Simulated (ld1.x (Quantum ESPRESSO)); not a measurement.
# Which change was made? (Al, TM)

| Property | Result |
| --- | --- |
| Element | Al (Z = 13) |
| Generator | ld1.x (Quantum ESPRESSO) 7.5 |
| Type | norm-conserving Troullier–Martins (Kleinman–Bylander form) |
| Functional | PBE |
| Relativity | scalar-relativistic |
| Frozen core | [Ne] |
| Valence charge | 3 |
| Reference configuration | 3s1.75 3p1.25 |
| Partial waves | 3p (bound): rc 1.75 bohr; 3d channel at 0.25 Ry: rc 1.40 bohr; 3s (bound): rc 1.45 bohr |
| Local potential | the s channel |
| Core correction | a·sin(br)/r model core inside 0.85 bohr |

Cutoffs, loose and tight: the cutoffs (Ry, on a coarse ladder) from which the occupation-weighted sum of valence levels, in a spherical-Bessel basis at the reference potential, stays within 10 and 1 mRy of its value at 400 Ry. They do not see the model core or the augmentation charge, which bear on the density cutoff. Test errors are all-electron minus pseudo excitation energies from the reference, over the configurations 3s2 3p1; 3s2 3p0; 3s1 3p0; 3s1 3p2; 3s2 3p0.5; 3s2 3p1.3; 3s1 3p1; variants that change the core or the reference have their own tests.

The base gives: outcome: generated; cutoff, loose: 30 Ry; cutoff, tight: 70 Ry; bound ghosts: none; largest test error (meV): +14.

(1) After one change the result is: outcome: generated; cutoff, loose: 35 Ry; cutoff, tight: 70 Ry; bound ghosts: none; largest test error (meV): +12. Which change was it?
A. local potential all-electron potential smoothed inside 1.40 bohr (lloc = -1)
B. reference 3s2 3p0.75
C. all radii but the core radius scaled by about 0.83 (s 1.20, p 1.46, d 1.16 bohr)

Results:

(1) B. The others give: local potential all-electron potential smoothed inside 1.40 bohr (lloc = -1) → outcome: generated; cutoff, loose: 30 Ry; cutoff, tight: 70 Ry; bound ghosts: none; largest test error (meV): +35 | all radii but the core radius scaled by about 0.83 (s 1.20, p 1.46, d 1.16 bohr) → outcome: generated; cutoff, loose: 70 Ry; cutoff, tight: 200 Ry; bound ghosts: none; largest test error (meV): +41.
